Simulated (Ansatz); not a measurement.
`C[Si](N)(F)Cl` → `[CH2]` (triplet) + `N[SiH](F)Cl`  (formal loss of a carbene)

Isolated molecules relaxed with PBE0-D4/def2-TZVP in Ansatz; ΔE leaves out vibrations. CBS: MP2 limit from def2 TZ/QZ plus the TZ coupled-cluster correction, frozen cores. This one scheme is used for every species. Functionals use def2-TZVPP. B3LYP here is the variant with VWN-RPA as its local correlation; programs differ in this. HSE06 is defined as in plane-wave codes. Triplets are unrestricted, without spin–orbit coupling. One conformer a species, not always the lowest.

`C[Si](N)(F)Cl`:

```xyz
10

C    -0.243   -0.058    1.396
Si   -0.370   -0.197   -0.437
N     0.986    0.442   -1.221
F    -1.741    0.500   -0.873
Cl   -0.543   -2.142   -1.056
H     0.613   -0.622    1.768
H    -1.149   -0.440    1.871
H    -0.124    0.988    1.692
H     1.213    0.185   -2.167
H     1.357    1.345   -0.974
```

`[CH2]` (triplet):

```xyz
3

C     0.073   -0.202    0.174
H    -0.007   -0.544   -0.846
H    -0.066    0.745    0.672
```

`N[SiH](F)Cl`:

Cartesian coordinates in Å:
```
N -0.580 -0.061 0.900
Si 0.430 0.076 -0.442
F 0.050 1.261 -1.438
Cl 0.262 -1.640 -1.531
H -1.471 -0.526 0.857
H -0.510 0.570 1.681
H 1.820 0.320 -0.026
```

(1) Is it downhill or uphill in electronic energy at CCSD(T)/CBS, and by how much? (Estimate.)

(2) What do these levels give: revPBE-D4, B3LYP-D4, CAM-B3LYP-D4, B2PLYP, PBE0, B3LYP, HSE06, CAM-B3LYP, LC-ωPBE, CCSD(T)/def2-SVP, CCSD/def2-TZVPP, CCSD/CBS(def2)? (An estimate is asked.)

Largest T1 diagnostic among the species: 0.011.

## Answers

(1) Ansatz gave: Uphill: ΔE = +117.1 kcal/mol.

(2) Ansatz gave: revPBE-D4 115.8, B3LYP-D4 115.5, CAM-B3LYP-D4 116.5, B2PLYP 114.5, PBE0 115.4, B3LYP 112.6, HSE06 115.5, CAM-B3LYP 114.8, LC-ωPBE 114.8, CCSD(T)/def2-SVP 110.6, CCSD/def2-TZVPP 111.5, CCSD/CBS(def2) 114.4 kcal/mol.

Leaving LDA and LC-ωPBE aside and taking each functional with its dispersion term where it has one, the values, not all of them listed here, spread over 7.9 kcal/mol, from r2SCAN0-D4 to ωB97X-V. LDA lies +17.6 kcal/mol from PBE without D4. From PBE to PBE0 (25 % exact exchange), in def2-TZVPP and without D4, ΔE moves by −1.6 kcal/mol. At CCSD(T), def2-SVP lies −6.6 kcal/mol from the extrapolated value and def2-TZVPP −2.9 kcal/mol.
